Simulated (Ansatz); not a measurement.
Species: hydrogen bromide, HBr, net charge 0, singlet state. SMILES: Br
Coordinates optimised at B3LYP-D3(BJ)/def2-TZVP (Ansatz, a quantum-chemistry and plane-wave program):
```xyz
2

Br     0.0000     0.0000    -0.0396
H      0.0000     0.0000     1.3852
```

Property: vertical ionisation energy (to the doublet state of charge +1; each state is the SCF solution reached for its spin), in eV. Valence correlation only, unless marked. Open shells are spin-unrestricted. Spin-orbit coupling is left out. Frozen are the shells of the preceding noble gas and the d and f shells that filled before the atom's block. Non-relativistic. Basis-set limits of correlation are two-point, X^-3; Hartree-Fock from the larger set.

```tsv
level	program	vertical ionisation energy (eV)
PBE/def2-TZVPD	Ansatz	…
r2SCAN/def2-TZVPD	Ansatz	11.77
CCSD/def2-SVPD	Ansatz	…
CCSD/def2-TZVPPD	Ansatz	11.58
CCSD/def2-QZVPPD	Ansatz	…
CCSD(T)/CBS(aug-cc-pVTZ,aug-cc-pVQZ)	Ansatz	11.85
```

Q: What belongs in the gaps?

A: 
- PBE/def2-TZVPD, vertical ionisation energy (eV): 11.72
- CCSD/def2-SVPD, vertical ionisation energy (eV): 11.51
- CCSD/def2-QZVPPD, vertical ionisation energy (eV): 11.69
